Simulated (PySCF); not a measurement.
A thermochemical cycle for GeF

CCSD(T) in PySCF with def2-TZVPPD on every atom, for the lowest determinant that a PBE0 search found; no spin–orbit coupling. GeF, a doublet (π ↑), has De = 5.20 eV to neutral atoms, and GeF⁺, a singlet (closed shell), has De = 5.70 eV to Ge⁺ + F.

At the same level the Ge atom ionises at 7.91 eV.

**Question.** What is the adiabatic ionisation energy of the molecule, and does ionisation strengthen or weaken the bond?

**Answer.** IE = IE(Ge) + De(neutral) − De(ion) = 7.91 + 5.20 − 5.70 = 7.41 eV. De changes by +0.50 eV, so ionisation strengthens the bond.

Correlated steps freeze 10 core orbitals. For an ion De counts to the pair picked by the measured ionisation energies or electron affinities, which need not be the lowest pair at this level. Where the molecule has an RHF reference, its open-shell atoms are computed with UHF. States were picked by a PBE0 search and need not be the measured ground states.
